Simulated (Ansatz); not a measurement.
`C[SiH](F)[SeH]` + `O[SiH3]` → `F[SiH]([SeH])O[SiH3]` + CH₄  (ligand exchange at the Si–C bond)

Program: Ansatz. Geometries: PBE0-D4/def2-TZVP. ΔE: electronic, gas phase. CCSD(T)/CBS adds triple-zeta CCSD(T) − MP2 to the extrapolated MP2 energy (def2 sets, frozen cores). This one scheme is used for every species. DFT in def2-TZVPP. For Se outer-core shells are correlated without core-valence functions, which leaves a few kJ/mol of doubt a bond. Scalar relativity is left out up to krypton. One conformer a species, not always the lowest.

```tsv
level	ΔE (kJ/mol)
r2SCANh-D4	-125.5
MP2/def2-QZVPP	-127.9
```

(1) What does CCSD(T)/CBS give? (Estimate.)

Largest T1 diagnostic among the species: 0.011.

Answers

(1) The calculation gave: -126.3 kJ/mol. The listed levels differ from it by 0.8, -1.6 kJ/mol.

In def2-TZVPP, CCSD(T) changes the Hartree–Fock value by +13.7 kJ/mol (the triples alone add +1.5 kJ/mol) and MP2 by +12.7 kJ/mol. From BLYP to BHLYP (50 % exact exchange), in def2-TZVPP and without D4, ΔE moves by −11.4 kJ/mol. Leaving LDA and LC-ωPBE aside and taking each functional with its dispersion term where it has one, the values, not all of them listed here, spread over 24.7 kJ/mol, from BHLYP-D4 to PBE-D4.
